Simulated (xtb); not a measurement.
xtb input (GFN2-xTB):

```bash
xtb mol.xyz --gfn 2 --ohess tight --chrg 1 --uhf 0
```
mol.xyz:
```
4

Te     0.01951730    -0.61115379     0.43221932
F      1.90122520    -0.30405002    -0.03765280
F     -0.00365423     1.22231720    -0.33923230
F     -1.92235582    -0.22688467    -0.04078568
```

End of the output:

```
optimized geometry written to: xtbopt.xyz

           -------------------------------------------------
          | TOTAL ENERGY              -16.748545731208 Eh   |
          | TOTAL ENTHALPY            -16.737671457775 Eh   |
          | TOTAL FREE ENERGY         -16.773201409594 Eh   |
          | GRADIENT NORM               0.000061673596 Eh/α |
          | HOMO-LUMO GAP               5.132925160795 eV   |
           -------------------------------------------------

------------------------------------------------------------------------
------------------------------------------------------------------------
 total:
 SCF:
 ANC optimizer:
 analytical hessian:
```
